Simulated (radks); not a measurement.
Question: These are the eigenvalues of the occupied orbitals of an atom or ion with whole-number occupations (Ry). Calculated with a radial shooting solver on a logarithmic mesh with Libxc functionals: Dirac Kohn-Sham, LDA (Slater exchange, Perdew-Wang correlation), spin-unpolarised, spherical densities, point nucleus.

1s1/2: -4352.294
2s1/2: -737.0490
2p1/2: -702.8841
2p3/2: -630.9275
3s1/2: -168.5820
3p1/2: -153.5255
3p3/2: -138.3399
3d3/2: -112.5740
3d5/2: -109.2536
4s1/2: -36.16708
4p1/2: -30.10993
4p3/2: -26.64425
4d3/2: -16.65401
4d5/2: -16.01930
5s1/2: -7.07241
5p1/2: -5.32134
5p3/2: -4.81491
4f5/2: -3.84935
4f7/2: -3.74991
7p1/2: -0.90280
7p3/2: -0.86889

Which element is it, and in what charge state? The configuration may be excited. Open shells, if any, are shared by 2j + 1.

Answer: Z = 69, thulium, charge +3: Tm3+ in [Xe] 4f11 7p1. The list shows which subshells hold electrons but not how many an open one holds; the 1s level, -2176.1 hartree, gives Z - s = 66.0 by -(Z - s)^2/2, which with screening and relativity narrows Z to a few neighbours, and the depths of the outer levels then fix element, charge and occupations together.
